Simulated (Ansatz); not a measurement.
`CB[SiH2]C` + `C[O][GeH]([F])[SH]` → `CB[SiH](C)F` + `C[O][GeH2][SH]`  (redistribution)

Isolated molecules relaxed with PBE0-D4/def2-TZVP in Ansatz; ΔE leaves out vibrations. CBS: MP2 limit from def2 TZ/QZ plus the TZ coupled-cluster correction, frozen cores. Functionals use def2-TZVPP. B3LYP here is the variant with VWN-RPA as its local correlation; programs differ in this. For Ge outer-core shells are correlated without core-valence functions, which leaves a few kJ/mol of doubt a bond. Scalar relativity is left out up to krypton. Each species was taken in one conformer, which may not be the lowest.

| species | B3LYP energy (Eh) |
| --- | --- |
| `CB[SiH2]C` | -396.03841 |
| `C[O][GeH]([F])[SH]` | -2691.63013 |
| `CB[SiH](C)F` | -495.39541 |
| `C[O][GeH2][SH]` | -2592.29709 |

(1) Work out ΔE.

Largest T1 diagnostic among the species: 0.012.

Results:

(1) ΔE = (-495.39541) + (-2592.29709) − (-396.03841) − (-2691.63013) = -0.02396 Eh = -62.9 kJ/mol. CCSD(T)/CBS gives -64.2 kJ/mol.

From PBE to PBE0 (25 % exact exchange), in def2-TZVPP and without D4, ΔE moves by −3.5 kJ/mol. In def2-TZVPP, CCSD(T) changes the Hartree–Fock value by +5.2 kJ/mol (the triples alone add +1.9 kJ/mol) and MP2 by +3.5 kJ/mol.
